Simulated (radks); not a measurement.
Results of a calculation; reference values are marked as such.
Correlation energies from several functionals, in hartree. Species: Bi3+ [Hg]; Au [Xe] 4f14 5d10 6s1; Eu [Xe] 4f7 6s2. Code: a radial shooting solver on a logarithmic mesh with Libxc functionals. Model: non-relativistic Kohn-Sham, exchange-only B88, spin-polarised, spherical densities, point nucleus. Every spin shell is full or empty, so the densities are truly spherical. Functionals are evaluated on that one density, not self-consistently.

PW92: Bi3+ -8.5221; Au -8.2017; Eu -6.1708
PZ: Bi3+ -8.5301; Au -8.2077; Eu -6.1640
Wigner: Bi3+ -4.3533; Au -4.2574; Eu -3.2890
PBE: Bi3+ -5.0108; Au -4.8297; Eu -3.5196
PBEsol: Bi3+ -5.6051; Au -5.4064; Eu -3.9674
LYP: Bi3+ -4.4172; Au -4.2820; Eu -3.2438
P86: Bi3+ -5.6282; Au -5.4263; Eu -3.9829
AM05: Bi3+ -8.0379; Au -7.7266; Eu -5.7772
OP (B88): Bi3+ -4.3369; Au -4.1959; Eu -3.1532
TPSS: Bi3+ -5.0092; Au -4.8265; Eu -3.5217
revTPSS: Bi3+ -5.0488; Au -4.8680; Eu -3.5606
SCAN: Bi3+ -5.0381; Au -4.8724; Eu -3.5667
r2SCAN: Bi3+ -5.0541; Au -4.8863; Eu -3.5832
B95: Bi3+ -6.2484; Au -5.9782; Eu -4.3408
Tao-Mo: Bi3+ -4.9026; Au -4.7209; Eu -3.4226
